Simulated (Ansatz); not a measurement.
Consider the substitution at a C–B bond: `C=CB(S)Cl` + `CC[SeH]` → `C=C[Se]CC` + `SBCl`.

Gas-phase electronic energies from Ansatz, PBE0-D4/def2-TZVP geometries. CCSD(T)/CBS adds triple-zeta CCSD(T) − MP2 to the extrapolated MP2 energy (def2 sets, frozen cores). This one scheme is used for every species. Functionals use def2-TZVPP. B3LYP here is the variant with VWN-RPA as its local correlation; programs differ in this. For Se outer-core shells are correlated without core-valence functions, which leaves a few kJ/mol of doubt a bond. Scalar relativity is left out up to krypton. Each species was taken in one conformer, which may not be the lowest.

Q: Is it downhill or uphill in electronic energy at CCSD(T)/CBS, and by how much? (An estimate is asked.)

A: Ansatz gave: Uphill: ΔE = +50.5 kJ/mol.

Q: What do these levels give: PBE-D4, B3LYP-D4, ωB97M-V, B2PLYP, PBE, r2SCAN, PBE0, HF/def2-TZVPP, MP2/def2-TZVPP, SCS-MP2/def2-TZVPP, CCSD/def2-TZVPP, CCSD/CBS(def2)? (An estimate is asked.)

A: Ansatz gave: PBE-D4 46.3, B3LYP-D4 50.9, ωB97M-V 53.0, B2PLYP 51.0, PBE 47.6, r2SCAN 50.3, PBE0 52.3, HF/def2-TZVPP 63.8, MP2/def2-TZVPP 46.6, SCS-MP2/def2-TZVPP 48.2, CCSD/def2-TZVPP 51.7, CCSD/CBS(def2) 52.8 kJ/mol.

Largest T1 diagnostic among the species: 0.013.

In def2-TZVPP, CCSD(T) changes the Hartree–Fock value by −14.4 kJ/mol (the triples alone add −2.3 kJ/mol) and MP2 by −17.2 kJ/mol. From PBE to PBE0 (25 % exact exchange), in def2-TZVPP and without D4, ΔE moves by +4.6 kJ/mol.
